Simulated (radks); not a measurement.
Question: Ho14+, 53 electrons, occupied as [Kr] 4d10 4f6 5s1 (the NIST ground configuration). All-electron calculation, Dirac Kohn-Sham, PBE, spin-unpolarised, spherical densities, finite nucleus; open shells fill j = l - 1/2 first; Fermi nuclear charge, rms radius 5.2022 fm. Program: a radial shooting solver on a logarithmic mesh with Libxc functionals.

Spin-orbit splittings of the eigenvalues, e(l+1/2) - e(l-1/2), with zeta = 2 splitting/(2l+1) and mean radii in bohr:

| shell | occ. | splitting (eV) | zeta (eV) | <r> j=l-1/2 | <r> j=l+1/2 |
|---|---|---|---|---|---|
| 2p | 6 | 856.9 | 571.3 | 0.07290 | 0.08007 |
| 3p | 6 | ? | ? | 0.2190 | 0.2325 |
| 3d | 10 | 39.12 | 15.65 | 0.2053 | 0.2095 |
| 4p | 6 | 41.82 | 27.88 | 0.5196 | 0.5477 |
| 4d | 10 | 7.908 | 3.163 | 0.5665 | 0.5756 |
| 4f | 6 | 1.471 | 0.4203 | 0.6172 | 0.6215 |
| 5p | 0 | 10.61 | 7.072 | 1.107 | 1.152 |

Estimate the 3p splitting.

Answer: 179.1 eV (zeta = 119.4 eV).
